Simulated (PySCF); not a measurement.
Si(H)(Et)(Vi)(OH), SMILES [SiH](CC)(O)C=C (C4H10OSi) (GFN2-xTB optimised geometry):

```
16

Si     0.128    -0.218     0.000
O     -0.421    -1.039     1.298
C     -0.463     1.574     0.000
C     -1.278     2.102     0.900
C     -0.573    -1.165    -1.491
C     -0.129    -2.623    -1.526
H      1.599    -0.218     0.000
H     -0.290    -0.708     2.182
H     -0.108     2.213    -0.798
H     -1.671     1.517     1.717
H     -1.599     3.132     0.869
H     -0.262    -0.674    -2.414
H     -1.664    -1.128    -1.472
H     -0.440    -3.132    -0.618
H     -0.564    -3.142    -2.379
H      0.954    -2.692    -1.600
```

Calculation: CAM-B3LYP/def2-TZVP run with PySCF.

Problem. What are the frontier orbital energies and the dipole moment?

Solution. HOMO-2 -9.97 eV, HOMO-1 -9.63 eV, HOMO -9.03 eV, LUMO 0.86 eV, LUMO+1 1.47 eV; dipole moment 1.10 D.

On the same geometry PBE/def2-TZVP in PySCF gives HOMO-2 -7.20 eV, HOMO-1 -6.83 eV, HOMO -6.51 eV, LUMO -1.28 eV, LUMO+1 -0.25 eV; dipole moment 0.92 D.

Meta-Löwdin charges at CAM-B3LYP/def2-TZVP: Si1 1.03, O2 -0.76, C3 -0.37, C4 -0.23, C5 -0.45, C6 -0.32, H7 -0.15, H8 0.35, H9 0.12, H10 0.11, H11 0.12, H12 0.11, H13 0.12, H14 0.11, H15 0.11, H16 0.10.
